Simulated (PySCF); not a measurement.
# Dipole response of Sc⁺ (scandium, charge +1)

[Ar] 3d1 4s1, high-spin 3D determinant. Computed with PySCF 2.14 in aug-cc-pwCVTZ-DK (10s9p7d4f3g, 127 functions), with the spin-free X2C one-electron Hamiltonian (Gaussian nucleus). Coupled (time-dependent) response in atomic units; α is the mean over directions.

```
method  mean α (bohr³)         α xx, yy, zz  C₆ (like pair)  S(−4)
  MN15           72.23  68.01, 68.01, 80.69           525.2   4716
```

S(−4) is the Cauchy moment in α(ω) = α(0) + S(−4) ω² + …

α(iu) at MN15:

```tsv
u (hartree)	α(iu) (bohr³)
0	72.23
0.0500	62.21
0.100	44.49
0.200	22.26
0.300	13.32
0.500	6.991
0.750	4.342
1.00	3.118
1.50	1.905
2.00	1.295
3.00	0.7099
5.00	0.3117
```

A single London oscillator, α(iu) = α/(1 + u²/ω²), gives C₆ = (3/4) ω α². Matching the computed C₆ needs ω = 4 × 525.2 / (3 × 72.23²) = 0.134 hartree.

For an ion, C₆ is the dispersion term alone; charge-induced terms of lower order in 1/R come first.

The components differ because the open shell of this determinant is not spherical; for a pure term their mean is the scalar polarisability.
